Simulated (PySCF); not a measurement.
**C₆ coefficients of unlike pairs at M06-2X**

Calculated with PySCF 2.14 from the dipole response of each species, C₆(A,B) = (3/π) ∫ α_A(iu) α_B(iu) du, in atomic units, from isotropic polarisabilities. For ions this is the dispersion term alone; charge-induced terms of lower order in 1/R come first.

```tsv
species	configuration	basis	relativity	α (bohr³)	C₆ (like pair)
Ge³⁺	[Ar] 3d10 4s1 (2S)	aug-cc-pVQZ-PP with ECP10MDF (7s6p5d3f2g)	core potential	5.507	11.69
Cu³⁺	[Ar] 3d8 (3F)	aug-cc-pVTZ-DK (8s7p5d3f2g)	spin-free X2C	1.549	3.578
Kr³⁺	[Ar] 3d10 4s2 4p3 (4S)	aug-cc-pwCVDZ-PP with ECP10MDF (6s5p4d1f)	core potential	5.408	20.66
Ne³⁺	[He] 2s2 2p3 (4S)	aug-cc-pVQZ with one added diffuse shell each of s, p, d, f, g type (7s6p5d4f3g)	none	0.6723	0.5827
```

Question: Estimate C₆ for Ne³⁺ with Ge³⁺.

Answer: The integral gives 2.286. The combination rule 2 C_A C_B / (C_A α_B/α_A + C_B α_A/α_B) gives 2.198 and the geometric mean 2.610.

No spin-orbit coupling is included.

The other pairs:

```
      pair     C₆
Cu³⁺, Ge³⁺  5.523
Ne³⁺, Cu³⁺  1.442
Kr³⁺, Ge³⁺  15.10
Ne³⁺, Kr³⁺  3.278
Kr³⁺, Cu³⁺  7.996
```
